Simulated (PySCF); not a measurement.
SMILES C[C](C)[CH2][GeH3], doublet (GFN2-xTB optimised geometry):

```
16

C     -1.748     0.931    -2.028
C     -1.005    -0.272    -1.570
C     -1.701    -1.263    -0.708
C      0.455    -0.234    -1.559
Ge     1.245     0.801     0.000
H     -2.777     0.684    -2.282
H     -1.266     1.380    -2.896
H     -1.777     1.697    -1.239
H     -1.669    -0.958     0.348
H     -1.223    -2.241    -0.774
H     -2.748    -1.362    -0.991
H      0.881    -1.237    -1.492
H      0.850     0.251    -2.454
H      0.824     0.253     1.331
H      2.748     0.801     0.000
H      0.827     2.241     0.000
```

Calculation: PySCF 2.14.0 with unrestricted PBE0/def2-TZVP.

What are the frontier orbital energies (α orbitals alone; a β orbital can be the lowest empty one) and the dipole moment?

HOMO-2 -9.25 eV, HOMO-1 -9.19 eV, HOMO -4.82 eV, LUMO 0.76 eV, LUMO+1 1.42 eV; dipole moment 0.68 D.

Meta-Löwdin charges at PBE0/def2-TZVP: C1 -0.35, C2 0.02, C3 -0.35, C4 -0.38, Ge5 0.32, H6 0.12, H7 0.12, H8 0.11, H9 0.11, H10 0.12, H11 0.12, H12 0.12, H13 0.12, H14 -0.07, H15 -0.06, H16 -0.07.
